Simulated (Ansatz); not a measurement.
The same group exchange along the group O, S, Se.

Program: Ansatz. Geometries: PBE0-D4/def2-TZVP. ΔE: electronic, gas phase. CBS: MP2 limit from def2 TZ/QZ plus the TZ coupled-cluster correction, frozen cores. This one scheme is used for every species. Functionals use def2-TZVPP. For Se outer-core shells are correlated without core-valence functions, which leaves a few kJ/mol of doubt a bond. Scalar relativity is left out up to krypton. Each species was taken in one conformer, which may not be the lowest.

| reaction | B2PLYP (kJ/mol) | PBE-D4 (kJ/mol) | ωB97X-V (kJ/mol) | CCSD/CBS(def2) (kJ/mol) |
| --- | --- | --- | --- | --- |
| `N=C(O)[SiH3]` + `FC1C[SiH2]1` → `F[C@H]1C[Si@H]1[SiH3]` + `N=CO` | -23 | -36 | -26 | -24 |
| `N=C([SiH3])S` + `FC1C[SiH2]1` → `F[C@H]1C[Si@H]1[SiH3]` + `N=CS` | -21 | -32 | -25 | -21 |
| `N=C([SiH3])[SeH]` + `FC1C[SiH2]1` → `F[C@H]1C[Si@H]1[SiH3]` + `N=C[SeH]` | -17 | -27 | -20 | -16 |

Problem. Give the CCSD(T)/CBS values in the same order. (Estimate.)

Solution. The calculation gave: -25, -21, -15 kJ/mol.

Largest T1 diagnostic: 0.014, for `N=C(O)[SiH3]`.
